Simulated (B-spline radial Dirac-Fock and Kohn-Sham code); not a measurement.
**Kr⁴⁺: input and output of one calculation**

ΔSCF core binding energies without Breit or QED terms, calculated with a radial B-spline solver. Keys: rel is the Hamiltonian (dirac, or spin-free x2c and nr, where L3 and M5 stand for the whole 2p and 3d shells), method is hf or an exchange,correlation pair (spin-unpolarised, also for the hole states), nuc the nuclear model, radius_factor scales its radius, rmax is the box in bohr, h the logarithmic mesh step, order the B-spline order, points the quadrature points per cell, c_factor scales the speed of light, and damp, ndamp, maxit and tol steer the iteration. The run stops when the commutator error falls below 10·tol·max(1, Z/10), or the numerical noise floor, and the energy has settled to about 1e-8 Ha; the virial ratio is −V/T.

Input (task.json):

```json
{"items": [{"Z": 36, "q": 4, "cfg": [[1, 0, 2], [2, 0, 2], [2, 1, 6], [3, 0, 2], [3, 1, 6], [3, 2, 10], [4, 0, 2], [4, 1, 2]], "A": 84, "rrms": 4.1884, "do": "settings", "holes": ["K", "L3", "M5"],
  "settings": [{"rel": "dirac", "method": "hf", "nuc": "fermi", "radius_factor": 1.0, "rmax": 45.0, "h": 0.3, "order": 8, "points": 10, "c_factor": 0.2037, "maxit": 79, "damp": 0.5, "ndamp": 3, "tol": 1e-08}]}]}
```

Command: `python xray2_run.py task.json out`

Ground-state iterations:

```
iter   energy (Ha)        error
   1    -4242.07448206  8.91e+00
   2    -4272.35984187  1.26e+00
   3    -4285.29078603  3.98e-01
   4    -4285.43499144  1.73e-01
   5    -4285.46076898  2.49e-02
   6    -4285.46149739  2.98e-03
   7    -4285.46155896  1.07e-03
   8    -4285.46156731  3.27e-05
   9    -4285.46156732  4.82e-06
  10    -4285.46156732  4.11e-07
  11    -4285.46156732  3.93e-08
```

The ground state converged in 11 iterations, with total energy -4285.46157 Ha, virial ratio 1.23049 and highest orbital energy -58.40 eV. ΔSCF binding energies: K (1s) 21016.0 eV, L3 (2p3/2) 1567.6 eV, M5 (3d5/2) 102.6 eV.

Question: One setting is unsound. Which, and why?

Answer: c_factor makes c so small that Zα exceeds 1, so any numbers that come out have no meaning. With the default settings (Dirac Hartree-Fock): The ground state converged in 9 iterations, with total energy -2784.36445 Ha, virial ratio 1.97338 and highest orbital energy -62.51 eV. ΔSCF binding energies: K (1s) 14421.6 eV, L3 (2p3/2) 1742.7 eV, M5 (3d5/2) 151.9 eV.
